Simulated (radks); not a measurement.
Polarisability of the iodine ion I2+, [Kr] 4d10 5s2 5p3, at imaginary frequency. Method: non-relativistic Kohn-Sham, PBE, spin-unpolarised, spherical densities, point nucleus; relativity is left out, which matters for an element this heavy; computed with a radial shooting solver on a logarithmic mesh with Libxc functionals. Response by self-consistent Sternheimer equations with the Hartree and adiabatic LDA kernel.

| w (hartree) | alpha1(iw) (bohr^3) |
|---|---|
| 0.00266 | 14.72 |
| 0.0143 | 14.71 |
| 0.0360 | 14.66 |
| 0.0697 | 14.50 |
| 0.118 | 14.12 |
| 0.186 | 13.34 |
| 0.280 | 11.96 |
| 0.413 | 9.906 |
| 0.605 | 7.411 |
| 0.892 | 4.985 |
| 1.35 | 3.065 |
| 2.12 | 1.745 |
| 3.59 | 0.8764 |
| 6.94 | 0.3316 |
| 17.5 | 0.07433 |

Static values: alpha1 = 14.72 bohr^3 (2.181 angstrom^3; uncoupled 25.56). C6 = 103.8, triple-dipole C9 = 1088 atomic units. One-pole (London) frequency 4 C6 / (3 alpha1^2) = 0.639 hartree, against 0.897 for minus the highest occupied eigenvalue.
